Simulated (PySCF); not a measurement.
# Electron correlation in Sb³⁹⁺ (antimony, charge +39)

Starting occupation: [Ne] 3s2. Computed with PySCF 2.14 in an even-tempered Gaussian basis (18 s from 2.8 bohr⁻², ratio 2.6; 14 p from 3.6 bohr⁻², ratio 2.6; 6 d from 3.7 bohr⁻², ratio 2.8; 4 f from 53 bohr⁻², ratio 2.8), with X2C-1e with screened-nucleus spin-orbit coupling, Gaussian nucleus. Frozen: 1s2; 10 electrons correlated; the 54 highest virtual spinors left out.

MP2 pair energies summed by pair of shells (mhartree):

```csv
pair,energy,share (%)
3s1/2-3s1/2,-107.96,23.2
2p1/2-2p3/2,-98.94,21.3
2p3/2-2p3/2,-94.51,20.3
2p3/2-2s1/2,-40.80,8.8
2p3/2-3s1/2,-40.05,8.6
2p1/2-2p1/2,-23.13,5.0
2p1/2-2s1/2,-20.92,4.5
2p1/2-3s1/2,-18.52,4.0
2s1/2-2s1/2,-10.93,2.4
2s1/2-3s1/2,-9.11,2.0
```

Total MP2 correlation energy: -464.87 mhartree.

The virtual space was cut to 56 spinors, which keep -410.04 of the -464.87 mhartree of MP2 correlation.

```csv
level,correlation energy (mhartree)
CCSD,-441.04
(T),-0.89
CCSD(T),-441.93
```

Diagnostics: T1 = 0.00020, largest double amplitude 0.085.

Question: Is a single reference adequate?

Answer: Mostly. T1 lies below 0.03, but a double amplitude of this size points to a near-degeneracy that CCSD handles and MP2 describes poorly.

The coupled-cluster values are those of the cut space; adding the MP2 remainder, -54.83 mhartree, estimates the full space.

At this charge the one-electron X2C treatment keeps the bare 1/r₁₂, with no two-electron picture change or Breit term. The effect here is smaller than on the frozen 1s shell.
